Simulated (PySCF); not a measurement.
# A small calculation by hand: dipole moment from atomic charges

SiFClBr₂, SMILES F[Si](Cl)(Br)Br. Atoms are numbered in the order given.

```xyz
5

F      1.9294     0.6770     0.0000
Si     0.3398     0.4199     0.0000
Cl    -0.5886     2.2402     0.0000
Br    -0.1731    -0.7151    -1.8158
Br    -0.1731    -0.7151     1.8158
```

Geometry optimised at B3LYP-D3(BJ)/def2-SVP.

Charges (e) from HF/def2-TZVP (PySCF):

```
atom  ESP fit     IAO
----  -------  ------
F1     -0.081  -0.574
Si2     0.006   1.359
Cl3     0.017  -0.309
Br4     0.029  -0.238
Br5     0.029  -0.238
```

The dipole moment of the full density is 0.80 D.

Q: What dipole moment does each set of point charges give, and which comes closer to that of the density?

A: 
μ = Σ q r, and 1 e Å = 4.8032 D.
ESP fit: Σ q r = (-0.174, -0.056, 0.000) e Å, |μ| = 0.88 D.
IAO: Σ q r = (-0.381, -0.170, 0.000) e Å, |μ| = 2.01 D.
ESP fit comes closer in size. Point charges leave out the atoms' own dipoles (lone pairs, polarised bonds); fits to the potential absorb them, partitions of the density don't.
